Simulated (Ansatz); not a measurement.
Stepwise reaction of `C[CH2][Mg][CH2]C` with ammonia, as a gas-phase model of exchange steps in deposition or etching. ΔE in kJ/mol.

Program: Ansatz. Geometries: PBE0-D4/def2-TZVP. ΔE: electronic, gas phase. CBS: MP2 limit from def2 TZ/QZ plus the TZ coupled-cluster correction, frozen cores. This one scheme is used for every species. DFT in def2-TZVPP. B3LYP here is the variant with VWN-RPA as its local correlation; programs differ in this. For Mg outer-core shells are correlated without core-valence functions, which leaves a few kJ/mol of doubt a bond. Each species was taken in one conformer, which may not be the lowest.

```json
{"step": "2", "reaction": "`C[CH2][Mg][NH2]` + NH₃ → `[NH2][Mg][NH2]` + `CC`", "PBE-D4": "-82.7", "B3LYP-D4": "-91.7", "ωB97M-V": "-89.7", "CCSD(T)/CBS": "-88.1"}
```

(1) Give the row of step 1, `C[CH2][Mg][CH2]C` + NH₃ → `C[CH2][Mg][NH2]` + `CC`. (An estimate is asked.)

(2) By hand: ΔE of the 2 steps together at CCSD(T)/CBS.

## Answers

(1) The calculation gave: 
| step | reaction | PBE-D4 | B3LYP-D4 | ωB97M-V | CCSD(T)/CBS |
| --- | --- | --- | --- | --- | --- |
| 1 | `C[CH2][Mg][CH2]C` + NH₃ → `C[CH2][Mg][NH2]` + `CC` | -87.5 | -96.2 | -94.4 | -92.7 |

(2) (-92.7) + (-88.1) = -180.8 kJ/mol, or -90.4 kJ/mol a step.

In ΔE the steps differ by no more than 4.6 kJ/mol. All are downhill at CCSD(T)/CBS. PBE-D4 differs from CCSD(T)/CBS by 5.2 to 5.4 kJ/mol a step. Isolated molecules leave out the surface, adducts and barriers. Largest T1 diagnostic: 0.009.
